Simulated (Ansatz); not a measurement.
`FB(F)S` + HCl → `FB(S)Cl` + H–F at 500 K and 1 bar (ligand exchange at a B–F bond).

Gas-phase electronic energies from Ansatz, PBE0-D4/def2-TZVP geometries. CCSD(T)/CBS adds triple-zeta CCSD(T) − MP2 to the extrapolated MP2 energy (def2 sets, frozen cores). This one scheme is used for every species. Each species was taken in one conformer, which may not be the lowest.

| species | CCSD(T)/CBS energy (Eh) | H − E (kJ/mol) | S (J/(mol·K)) |
| --- | --- | --- | --- |
| `FB(F)S` | -622.90532 | 79.8 | 325.4 |
| HCl | -460.38127 | 32.5 | 201.9 |
| `FB(S)Cl` | -982.86970 | 77.1 | 338.8 |
| H–F | -100.39570 | 39.4 | 188.7 |

H − E and S are ideal-gas, rigid-rotor, harmonic terms from PBE0-D4/def2-TZVP, for one conformer and one mirror image of each species. 1 Eh = 2625.50 kJ/mol, R = 8.31446 J/(mol·K).

Problem. By hand: ΔE, ΔH, ΔS and ΔG.

Solution. ΔE = (-982.86970) + (-100.39570) − (-622.90532) − (-460.38127) = 0.02119 Eh = 55.6 kJ/mol. Δ(H − E) = 77.1 + 39.4 − 79.8 − 32.5 = 4.2, so ΔH = 59.8 kJ/mol. ΔS = 338.8 + 188.7 − 325.4 − 201.9 = 0.2 J/(mol·K). ΔG = 59.8 − 500 × (0.2)/1000 = 59.7 kJ/mol.

Problem. By hand: the equilibrium constant, and the temperature at which ΔG would vanish if ΔH and ΔS stayed fixed.

Solution. log₁₀ K = −ΔG/(RT ln 10) = -6.2. ΔG = 0 at ΔH/ΔS = 299000 K, far beyond where these terms or the molecules hold.

The number of gas molecules stays the same, so ΔS is small and ΔH decides. A doubt of 5 kJ/mol in ΔE shifts log₁₀ K by 0.5 here. Other conformers and mirror images would add mixing entropy, several J/(mol·K) or more a flexible species. These are equilibria of isolated gas molecules and say nothing of rates. Largest T1 diagnostic: 0.013 (customary marks: 0.02 for closed shells, 0.045 for open ones).
